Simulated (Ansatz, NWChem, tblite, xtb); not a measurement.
## A ladder of methods for SiH2IF (SMILES F[SiH2]I)

SiH2IF: 5 atoms, total charge 0, spin state singlet. SMILES: `F[SiH2]I`. Geometry: relaxed at PBE0-D4/def2-TZVP.

Each level gives the HOMO–LUMO gap (eV). The values are calculated.

```tsv
level	kind	program	value (eV)	CPU time
GFN1-xTB	semi-empirical	tblite	6.65	under 2 s
GFN2-xTB	semi-empirical	xtb	5.82	under 2 s
GFN0-xTB	semi-empirical	xtb	5.06	under 2 s
HF/def2-SVP (core potential)	Hartree–Fock	NWChem	13.65	14 s
SVWN5/def2-SVP (core potential)	LDA	Ansatz	5.39	4.6 s
BLYP-D3(BJ)-ATM/def2-SVP (density fitting with def2-universal-jkfit, core potential)	GGA	Ansatz	5.44	1.3 s
PBE0/def2-SVP (core potential)	global hybrid	Ansatz	7.55	8.2 s
```

The values span 5.06 to 13.65 eV. Orbital gaps aren't excitation energies; they tend to grow with the share of exact exchange. CPU times are rough (shared hosts, several kinds of processor): they show what a rung costs within a factor of a few.
